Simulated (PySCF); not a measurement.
F2H4SSi2. Atoms are numbered in the order given.

```xyz
9

Si    -1.6193    -0.1827    -0.0254
F     -2.0906     0.5611     1.3428
S      0.0596     0.8288    -0.8913
Si     1.6080    -0.0643     0.2902
F      2.0073    -1.5256    -0.3036
H     -1.2565    -1.5717     0.3347
H     -2.7223    -0.1001    -1.0047
H      1.1456    -0.2700     1.6811
H      2.7873     0.8197     0.1893
```

The structure is a stationary point at TPSSh-D3(BJ)/def2-SVP. The values are those of a single conformer.

Level of theory: PySCF 2.14.0 with TDA-B3LYP/def2-SVPD.

Vertical excitations. Isolated molecule, no solvent.

Question: Give excitation energies, oscillator strengths and character. (Estimate from the structure and the level; the computed values follow.)

Answer: 
| state | energy (eV) | λ (nm) | f | main pairs |
|---|---|---|---|---|
| S1 | 6.43 | 193 | 0.038 | HOMO→LUMO 95 % |
| S2 | 6.75 | 184 | 0.002 | HOMO→LUMO+2 85 % |
| S3 | 6.77 | 183 | 0.049 | HOMO→LUMO+1 95 % |
| S4 | 7.20 | 172 | 0.001 | HOMO−1→LUMO 65 %, HOMO→LUMO+3 29 % |
| S5 | 7.34 | 169 | 0.009 | HOMO→LUMO+4 80 % |
| S6 | 7.37 | 168 | 0.003 | HOMO→LUMO+3 44 %, HOMO−1→LUMO 29 %, HOMO−1→LUMO+1 9 % |
| S7 | 7.74 | 160 | 0.006 | HOMO−2→LUMO 92 % |
| S8 | 7.77 | 159 | 0.098 | HOMO−1→LUMO+1 86 % |
| S9 | 7.91 | 157 | 0.040 | HOMO→LUMO+5 80 % |
| S10 | 8.04 | 154 | 0.014 | HOMO−1→LUMO+2 56 %, HOMO−1→LUMO+3 32 % |
| T1 | 5.98 | 207 | 0 | HOMO→LUMO 93 % |
| T2 | 6.31 | 196 | 0 | HOMO→LUMO+1 93 % |
| T3 | 6.42 | 193 | 0 | HOMO→LUMO+2 78 %, HOMO→LUMO+3 15 % |
| T4 | 6.71 | 185 | 0 | HOMO→LUMO+3 80 %, HOMO→LUMO+2 16 % |
Triplets are in the Tamm–Dancoff approximation.
